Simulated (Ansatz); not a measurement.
Geometry optimisation, RKS B3LYP-D4/def2-SVP (Ansatz).

Input file:

```yaml
crystal:
  periodic: [false, false, false]
  atoms:
    - { symbol: Si, position_ang: [-0.115944, -0.039737, 0.084693] }
    - { symbol: O, position_ang: [-0.449526, -0.080244, 1.7227] }
    - { symbol: Si, position_ang: [-1.556628, -0.242543, 2.950266] }
    - { symbol: H, position_ang: [-2.65622, -1.163374, 2.532333] }
    - { symbol: H, position_ang: [-0.860143, -0.816978, 4.134264] }
    - { symbol: H, position_ang: [-2.141571, 1.080931, 3.308391] }
    - { symbol: H, position_ang: [1.351381, -0.005327, -0.11933] }
    - { symbol: H, position_ang: [-0.645204, 1.245382, -0.469865] }
    - { symbol: "N", position_ang: [-0.91331, -1.395172, -0.647706] }
    - { symbol: H, position_ang: [-1.496635, -1.983121, -0.060573] }
    - { symbol: H, position_ang: [-1.276703, -1.354409, -1.594846] }
    - { symbol: "N", position_ang: [1.36108, -2.494067, 1.101311] }
    - { symbol: H, position_ang: [0.790589, -2.605984, 0.266971] }
    - { symbol: H, position_ang: [2.212085, -2.017191, 0.816306] }
    - { symbol: H, position_ang: [0.860451, -1.860565, 1.745087] }
basis:
  gaussian: { orbitals: def2-SVP }
hamiltonian:
  xc: b3lyp
  dispersion: d4
relax:
  f_tol: 0.03
  max_steps: 50
```

Run as:

```bash
$ ansatz run input.yaml --threads 4 --pin off --max-ram 5120MiB --backend cpu --events-out ev --progress --plain --runs-dir out
```

Task: Where does it end, and by what steps?

Result: It converged. The force dipped under the threshold on the way, but the program's further checks kept it going. After 43 steps the energy has fallen by 0.241 eV; H10 moved furthest, 1.35 Å.

```tsv
step	energy less start (eV)	largest force component (eV/Å)	accepted
0	0.0000	0.667	yes
2	-0.1122	0.357	yes
4	-0.1183	0.056	yes
6	-0.1194	0.038	yes
8	-0.1221	0.088	yes
10	-0.1252	0.117	yes
12	-0.1332	0.339	yes
14	-0.1510	0.321	yes
16	-0.1756	0.787	yes
18	-0.1958	0.171	yes
20	-0.2041	0.256	yes
22	-0.2100	0.082	yes
24	-0.2122	0.036	yes
26	-0.2125	0.405	no
28	-0.2165	0.126	yes
30	-0.2184	0.484	no
32	-0.2244	0.105	yes
34	-0.2299	0.310	yes
36	-0.2317	0.160	no
38	-0.2397	0.027	yes
40	-0.2404	0.042	yes
42	-0.2409	0.017	yes
43	-0.2411	0.028	yes
```

```xyz
15
Properties=species:S:1:pos:R:3
Si -0.351 0.142 0.109
O -0.488 -0.227 1.738
Si -1.492 -0.194 3.062
H -2.392 -1.387 3.060
H -0.658 -0.211 4.296
H -2.333 1.042 3.046
H 1.087 0.425 -0.119
H -1.219 1.321 -0.162
N -0.840 -1.107 -0.969
H -1.820 -1.283 -1.168
H -0.286 -1.953 -1.053
N 1.466 -2.738 1.163
H 0.722 -3.266 0.706
H 2.050 -2.343 0.424
H 1.017 -1.954 1.637
```

Run time: 91 s on 4 threads of Arm Neoverse V1, on a shared host, peak memory 0.32 GiB.
